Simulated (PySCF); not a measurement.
Bonding in `CC(=S)C#C[Si@H]([SiH3])P`

C₄H₉PSSi₂.
Numbering: `[CH3:1][C:2](=[S:3])[C:4]#[C:5][Si@H:6]([SiH3:7])[PH2:8]` (hydrogens: H9, H10, H11 on C1; H12 on Si6; H13, H14, H15 on Si7; H16, H17 on P8)

Structure used (GFN2-xTB), in Å, numbered top down from 1:
```
atom  x, y, z in Å
C1     3.6479    0.3585   -0.1065
C2     2.4267    0.0549   -0.9072
S3     2.4789   -0.2546   -2.5181
C4     1.1948    0.0450   -0.2501
C5     0.1001    0.0218    0.2806
Si6   -1.6295    0.0921    0.9344
Si7   -2.8678   -1.7698    0.2858
P8    -2.5474    1.9996    0.1440
H9     4.5288    0.3439   -0.7430
H10    3.5526    1.3385    0.3629
H11    3.7607   -0.3767    0.6912
H12   -1.4659    0.3325    2.3793
H13   -2.3306   -2.9666    0.9333
H14   -2.8338   -1.9780   -1.1623
H15   -4.2693   -1.6273    0.6862
H16   -1.3754    2.7302    0.1671
H17   -2.3777    1.6679   -1.1873
```

Bond orders from the PBE0/pcSseg-1 density (PySCF). The structure is a single GFN2-xTB conformer in the gas phase; no vibrational or solvent corrections.

**Question.** Where do the orders between heavy atoms depart from those drawn in the SMILES?

**Answer.** The largest departure is 0.691, at C4–C5 (drawn triple, 2.309). Drawn double or triple, more than 0.30 short of the drawn order: C4–C5 (2.309).

**Question.** Give the Mayer order of every bond, beside its length.

**Answer.** 
```csv
bond,drawn as,length (Å),Mayer order
C1–C2,single,1.491,1.052
C2–S3,double,1.641,1.884
C2–C4,single,1.396,0.956
C4–C5,triple,1.217,2.309
C5–Si6,single,1.850,0.911
Si6–Si7,single,2.328,0.891
Si6–P8,single,2.260,0.991
C1–H9,single,1.087,0.952
C1–H10,single,1.091,0.942
C1–H11,single,1.091,0.941
Si6–H12,single,1.474,0.930
Si7–H13,single,1.463,0.931
Si7–H14,single,1.463,0.934
Si7–H15,single,1.464,0.927
P8–H16,single,1.381,0.934
P8–H17,single,1.382,0.924
```

Bonds between the same two heavy elements. C–C: lowest C2–C4 (0.956, 1.396 Å), highest C4–C5 (2.309, 1.217 Å); in 1 of the 3 pairs the longer bond (by over 0.003 Å) has the higher order (by 0.02 or more).

**Question.** Sum the orders of all bonds at each heavy atom with more than one neighbour and set the sums beside the valence in the SMILES.

**Answer.** C1 3.887 (drawn 4), C2 3.892 (drawn 4), C4 3.265 (drawn 4), C5 3.220 (drawn 4), Si6 3.723 (drawn 4), Si7 3.683 (drawn 4), P8 2.849 (drawn 3). Orders between atoms that aren't bonded are not in these sums.

For a closed shell the Mayer order of atoms A and B is Σ (PS)μν (PS)νμ over the basis functions μ on A and ν on B, with P the density and S the overlap matrix.
